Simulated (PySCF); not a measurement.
Si(H)(Cl)(OH)(OEt) (C₂H₇ClO₂Si), SMILES O(CC)[SiH](Cl)O. Geometry optimised at PBE0-D3(BJ)/def2-SVP. One conformer was computed; it need not be the lowest.

### Question
Give the equilibrium geometry at PBE0-D3(BJ)/def2-SVP (PySCF confirms it by a frequency run) as a Z-matrix. (Estimate from the structure and the level; the computed values follow.)

### Answer
This is not unique; one that fits is 
```
O
C 1 1.4124
H 2 1.1050 1 109.95
H 2 1.1056 3 107.16 1 118.92
C 2 1.5094 3 110.48 4 120.15
H 5 1.1000 2 110.60 3 -179.92
H 5 1.1001 6 108.16 2 121.16
H 5 1.1003 6 108.49 7 117.44
Si 1 1.6432 2 128.19 3 41.28
O 9 1.6395 1 108.77 2 -166.30
H 10 0.9623 9 117.16 1 49.24
H 9 1.4762 10 106.97 11 173.23
Cl 9 2.0733 12 108.16 10 -120.15
```
Charge 0, spin multiplicity 1.
